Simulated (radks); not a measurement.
Results of a calculation; reference values are marked as such.
Problem. The mean radii <r> (bohr) of the occupied orbitals of an atom or ion are listed with their occupations. Code: a radial shooting solver on a logarithmic mesh with Libxc functionals. Model: scalar-relativistic Kohn-Sham, r2SCAN, spin-polarised, spherical densities, finite nucleus; meta-GGA in the generalised Kohn-Sham scheme; Fermi nuclear charge, rms radius of each element as measured or else 0.836 A^(1/3) + 0.57 fm.

orbital  occ.      <r>
1s          2  0.05214
2s          2   0.2348
2p          6   0.2063
3s          2   0.7125
3p          6   0.7509
3d         10    1.007

Name the element and its charge. Open shells, if any, are filled with parallel spins first.

Solution. Z = 29, copper, charge +1: Cu+ in [Ar] 3d10. The 1s radius gives Z: for a bare nucleus <r> = (2 gamma + 1)/(2Z) with gamma = sqrt(1 - (Z/c)^2), 0.05094 bohr for Z = 29, and screening makes it slightly larger (0.05214 here). The occupations add up to 28, and the charge is Z minus that.
